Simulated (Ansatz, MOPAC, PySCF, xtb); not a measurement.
The molecule ClO-, closed-shell singlet (lowest of 2S+1 = 1, 3, 5 at CCSD(T)/def2-TZVPP on PBE0 minima; our sources give no spin for the ground state, which may be another).

Constants: fifth-degree fit in 1/R to seven points, most abundant isotopes. Runs in def2 and cc sets follow the lowest solution found near the PBE0 minimum. The singlet is held restricted. HF and MP2 rows in def2 and cc sets belong to the determinant that coupled cluster picked by its CCSD energy.

The values were computed with Ansatz (Gaussian basis) for Hartree–Fock, density functionals and correlated methods; MOPAC for AM1, PM3, PM7 (differences of heats of formation); PySCF for 6-31G* rows; xtb for the GFN methods. Each number belongs to the level named beside it.

```csv
level,r_e (Å),ω_e (cm⁻¹),α_e (cm⁻¹),ω_e x_e (cm⁻¹)
AM1,1.743,906,0.00071,2.9
PM3,1.702,829,0.00071,1.3
PM7,1.629,935,0.0035,4.8
GFN1-xTB,1.686,776,0.0041,3.8
GFN2-xTB,1.651,747,0.0040,3.5
HF/aug-cc-pV(T+d)Z,1.659,665,0.0076,7.0
HF/def2-TZVPP,1.676,636,0.0076,6.7
HF/def2-QZVPP,1.660,659,0.0077,7.1
HF/aug-cc-pV(5+d)Z,1.653,670,0.0076,7.2
PBE/def2-TZVPP,1.700,662,0.0054,4.2
BP86/6-31G*,1.769,584,0.0053,4.3
B97M-V/def2-TZVPP,1.690,649,0.0062,5.2
wB97X-V/def2-TZVPP,1.677,700,0.0054,4.4
wB97M-V/def2-TZVPP,1.686,683,0.0052,4.1
B2PLYP/def2-TZVPP,1.697,667,0.0052,3.9
MP2/6-31G*,1.719,709,0.0042,3.8
MP2/aug-cc-pV(T+d)Z,1.657,787,0.0037,2.7
MP2/aug-cc-pV(Q+d)Z,1.650,793,0.0037,2.8
MP2/def2-QZVPP,1.655,782,0.0038,2.8
"MP2/CBS(def2-TZVPP, def2-QZVPP)",1.654,782,0.0036,2.5
SCS-MP2/def2-TZVPP,1.679,736,0.0041,3.0
SCS-MP2/aug-cc-pV(Q+d)Z,1.660,761,0.0039,2.8
SCS-MP2/def2-QZVPP,1.666,749,0.0040,2.8
CCSD/aug-cc-pV(T+d)Z,1.683,679,0.0053,3.8
CCSD/def2-TZVPP,1.693,667,0.0053,3.8
CCSD/aug-cc-pV(5+d)Z,1.669,693,0.0054,4.0
CCSD(T)/def2-TZVPP,1.706,644,0.0055,4.0
CCSD(T)/aug-cc-pV(Q+d)Z,1.686,665,0.0056,4.3
CCSD(T)/def2-QZVPP,1.690,658,0.0056,4.3
"CCSD(T)/CBS(aug-cc-pV(Q+d)Z, aug-cc-pV(5+d)Z)",1.679,673,0.0057,4.3
```

Correlated levels freeze the cores. CBS: X⁻³ extrapolation of the correlation energy, Hartree–Fock from the larger set. Rows in 6-31G* carry no dispersion term and start afresh at each structure (6-31G* with six Cartesian d functions). MP2/6-31G* freezes PySCF's default core. The state that AM1, PM3, PM7 reach isn't checked; PM7 holds dispersion and hydrogen-bond terms.

Ansatz is an electronic-structure program.
